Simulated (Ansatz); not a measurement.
The lowest singlet and triplet of AlH (SMILES [AlH]); geometries from B3LYP-D3(BJ)/def2-TZVP, each state relaxed from the structure named, with no frequency check.
Singlet at the triplet's geometry (charge 0, multiplicity 1):
```xyz
2

Al     0.0000     0.0000    -0.1147
H      0.0000     0.0000     1.4914
```

A positive gap puts the triplet lower; no zero-point energy. R- takes a restricted singlet. U- takes an unrestricted singlet (broken symmetry where lower, unprojected). The triplet is unrestricted in single-reference levels.

Programs: Ansatz (a program for electronic structure). Each number belongs to the level named beside it.

Question: One of these levels gives -113.3 kJ/mol for the gap E(singlet) − E(triplet), vertical, at the triplet's geometry. Which?
(A) R-B3LYP/def2-TZVPP
(B) U-HF/cc-pV(T+d)Z (spin-contaminated)
(C) U-PBE/def2-TZVPP

Answer: B, U-HF/cc-pV(T+d)Z (spin-contaminated). The others give -161.1 (U-PBE/def2-TZVPP), -181.3 (R-B3LYP/def2-TZVPP)
